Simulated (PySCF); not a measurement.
C8H13O2 (charge -1).
Atom-mapped SMILES: `[CH3:1][C:2](=[O:3])/[CH:4]=[C:5](\[O-:6])[CH2:7][CH:8]([CH3:9])[CH3:10]` (hydrogens: H11, H12, H13 on C1; H14 on C4; H15, H16 on C7; H17 on C8; H18, H19, H20 on C9; H21, H22, H23 on C10)
Bond orders are those of one Lewis drawing.

Method: PBE0-D3(BJ)/def2-SVP geometry optimisation, gas phase in PySCF 2.14.0; density fitting, grid level 1; the optimiser is geomeTRIC in internal coordinates, started from a GFN2-xTB structure with every atom displaced at random (about 0.01 Å).

The end geometry, which sets the zero of energy:
```
atom  x, y, z in Å
C1      1.9414   -0.5017    0.3091
C2      1.4037    0.8561   -0.1259
O3      2.2131    1.7159   -0.4998
C4     -0.0105    1.0698   -0.0818
C5     -0.9971    0.1437    0.3169
O6     -0.8233   -1.0302    0.7157
C7     -2.4504    0.6340    0.2115
C8     -3.2358   -0.0476   -0.9178
C9     -4.5539    0.6724   -1.1865
C10    -3.4676   -1.5295   -0.6442
H11     1.5119   -1.3097   -0.3026
H12     3.0380   -0.4793    0.2188
H13     1.6321   -0.7405    1.3376
H14    -0.3257    2.0694   -0.3972
H15    -2.9542    0.4229    1.1737
H16    -2.4754    1.7249    0.0553
H17    -2.6131    0.0385   -1.8286
H18    -4.3925    1.7297   -1.4532
H19    -5.1974    0.6511   -0.2893
H20    -5.1165    0.1964   -2.0082
H21    -4.1784   -1.6567    0.1921
H22    -3.8912   -2.0409   -1.5259
H23    -2.5204   -1.9997   -0.3441
```

Question: These geometries come from the run, each turned onto the end geometry. Order them by energy, lowest first.
A.
```
atom  x, y, z in Å
C1      1.8885   -0.5275    0.3485
C2      1.3432    0.7611   -0.2576
O3      2.1321    1.5286   -0.8275
C4     -0.0584    1.0170   -0.1421
C5     -1.0348    0.1839    0.4467
O6     -0.8616   -0.9139    1.0195
C7     -2.4880    0.6638    0.3025
C8     -3.1950    0.0247   -0.8998
C9     -4.5545    0.6694   -1.1526
C10    -3.3280   -1.4866   -0.7456
H11     1.4250   -1.4084   -0.1220
H12     2.9795   -0.5378    0.2038
H13     1.6254   -0.6131    1.4131
H14    -0.3854    1.9581   -0.5969
H15    -3.0273    0.3876    1.2269
H16    -2.5287    1.7611    0.1978
H17    -2.5541    0.2226   -1.7791
H18    -4.4619    1.7544   -1.3234
H19    -5.2196    0.5259   -0.2830
H20    -5.0569    0.2294   -2.0313
H21    -4.0292   -1.7279    0.0727
H22    -3.7134   -1.9520   -1.6692
H23    -2.3599   -1.9312   -0.4758
```
B.
```
atom  x, y, z in Å
C1      1.9074   -0.5187    0.3203
C2      1.3630    0.8029   -0.2097
O3      2.1592    1.6081   -0.7127
C4     -0.0433    1.0440   -0.1032
C5     -1.0242    0.1707    0.4147
O6     -0.8484   -0.9568    0.9275
C7     -2.4784    0.6507    0.2797
C8     -3.2054   -0.0056   -0.9026
C9     -4.5443    0.6725   -1.1760
C10    -3.3839   -1.5067   -0.7040
H11     1.4540   -1.3698   -0.2109
H12     3.0003   -0.5152    0.1903
H13     1.6305   -0.6721    1.3738
H14    -0.3672    2.0079   -0.5089
H15    -3.0100    0.3949    1.2148
H16    -2.5155    1.7459    0.1561
H17    -2.5590    0.1483   -1.7872
H18    -4.4176    1.7446   -1.3984
H19    -5.2066    0.5920   -0.2961
H20    -5.0689    0.2085   -2.0291
H21    -4.0968   -1.7018    0.1168
H22    -3.7793   -1.9886   -1.6150
H23    -2.4287   -1.9665   -0.4145
```
C.
```
atom  x, y, z in Å
C1      1.8544   -0.5349    0.4150
C2      1.3131    0.6755   -0.3396
O3      2.1050    1.3611   -0.9982
C4     -0.0897    0.9526   -0.2485
C5     -1.0421    0.2034    0.4753
O6     -0.8511   -0.8178    1.1684
C7     -2.4987    0.6824    0.3342
C8     -3.1890    0.0817   -0.8958
C9     -4.5850    0.6606   -1.0956
C10    -3.2312   -1.4405   -0.8261
H11     1.3893   -1.4638    0.0502
H12     2.9463   -0.5663    0.2760
H13     1.5878   -0.4925    1.4812
H14    -0.4193    1.8380   -0.8044
H15    -3.0390    0.3683    1.2450
H16    -2.5398    1.7833    0.2695
H17    -2.5712    0.3642   -1.7685
H18    -4.5610    1.7609   -1.1582
H19    -5.2436    0.3916   -0.2505
H20    -5.0577    0.2785   -2.0169
H21    -3.9052   -1.7707   -0.0161
H22    -3.5998   -1.8785   -1.7699
H23    -2.2357   -1.8479   -0.6010
```
D.
```
atom  x, y, z in Å
C1      1.8716   -0.5249    0.4099
C2      1.2358    0.6405   -0.3993
O3      1.9571    1.3263   -1.1443
C4     -0.1085    0.8628   -0.2661
C5     -1.0472    0.1539    0.5289
O6     -0.8173   -0.7785    1.3155
C7     -2.5032    0.6316    0.4020
C8     -3.1273    0.1018   -0.8914
C9     -4.5308    0.7092   -1.0977
C10    -3.2332   -1.4270   -0.8273
H11     1.4001   -1.4437    0.0994
H12     2.9371   -0.5251    0.2546
H13     1.5996   -0.3607    1.4494
H14    -0.5583    1.6808   -0.8516
H15    -3.0833    0.2580    1.2641
H16    -2.5469    1.7412    0.4050
H17    -2.4921    0.3928   -1.7254
H18    -4.4762    1.7935   -1.1908
H19    -5.1944    0.4501   -0.2845
H20    -4.9963    0.3245   -2.0308
H21    -3.9512   -1.7371   -0.0778
H22    -3.5500   -1.8524   -1.8031
H23    -2.2482   -1.8285   -0.6133
```

Answer: B (0.004 eV), A (0.008 eV), C (0.023 eV), D (0.259 eV).

In the order of the answer:

```
step  E above end (eV)  largest force (eV/Å)  rms force component (eV/Å)  rms distance from end (Å)  rms bond change (Å)  bond most changed (Å)
  10             0.004                  0.07                       0.014                      0.114                0.000           C4=C5 +0.001
   9             0.008                  0.06                       0.012                      0.183                0.001           C5–O6 -0.002
   2             0.023                  0.19                       0.039                      0.317                0.001           C5–O6 -0.003
   0             0.259                  3.20                       0.677                      0.381                0.020           C2–C4 -0.062
```

The cost below is that of the whole optimisation. Hardware: Arm Neoverse V1, one thread, no GPU (shared host). Cost: 7.6 min, 0.88 GiB resident at most.
